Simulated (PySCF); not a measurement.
**How methods differ on the ionisation energy of Zn⁺**

Zn⁺ [Ar] 3d10 4s1 (2S) → Zn²⁺ [Ar] 3d10 (1S), as a difference of total energies. All numbers are calculated (PySCF 2.14, the non-relativistic Hamiltonian (point nucleus), in def2-SVP (5s3p2d1f, 31 functions)). Correlated levels: valence: [Ar] frozen. The calculations carry no spin-orbit coupling.

```tsv
method	ionisation energy (eV)
UHF	16.432
M06-L	17.225
M06-2X	17.569
MP2 (valence)	16.785
SCS-MP2 (valence)	16.736
CCSD (valence)	16.755
CCSD(T) (valence)	16.777
```

Task: How much does correlation contribute at CCSD(T) (valence)?

Result: 16.777 − (16.432) = 0.345 eV, measured against UHF.

These non-relativistic numbers lack the scalar-relativistic shift.

Errors of the correlated levels include the incompleteness of this basis and the frozen core.

For comparison: 17.964 eV (measured; NIST Atomic Spectra Database, ionization energies).
